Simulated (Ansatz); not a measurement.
C2H7FSSi, SMILES `CC[SiH](F)S`, relaxed with RKS PBE0-D4/def2-TZVP in the Gaussian-basis code of Ansatz from a PBE-D4/def2-SVP geometry. The force threshold is 0.005 eV/Å; the program also tests the step.

Charge 0, multiplicity 1.

Start:

```xyz
12

C    -0.376    1.036   -1.328
C    -0.277   -0.289   -0.557
Si    0.683   -0.150    1.054
F    -0.046    1.028    1.945
S     0.754   -2.009    2.127
H    -0.956    0.920   -2.267
H     0.627    1.421   -1.604
H    -0.873    1.818   -0.719
H    -1.290   -0.680   -0.310
H     0.213   -1.080   -1.166
H     2.115    0.253    0.872
H    -0.574   -2.268    1.953
```

Task: How much energy does the relaxation release, and in how many steps? (Estimate.)

Result: Computed: 1.65 kcal/mol, in 6 steps.

Task: Which bonds change most? (An estimate is asked.)

Result: Ansatz gave: Si3–F4 from 1.647 to 1.603 Å; Si3–S5 from 2.149 to 2.125 Å; C2–Si3 from 1.880 to 1.859 Å; S5–H12 from 1.364 to 1.344 Å.

Task: Give the relaxed structure. (Best estimate.)

Result: Computed: 
```xyz
12

C    -0.371    1.030   -1.316
C    -0.280   -0.287   -0.547
Si    0.669   -0.146    1.045
F    -0.027    1.002    1.922
S     0.744   -1.978    2.120
H    -0.934    0.907   -2.244
H     0.619    1.407   -1.581
H    -0.869    1.802   -0.725
H    -1.282   -0.666   -0.313
H     0.204   -1.062   -1.150
H     2.085    0.250    0.858
H    -0.557   -2.260    1.932
```
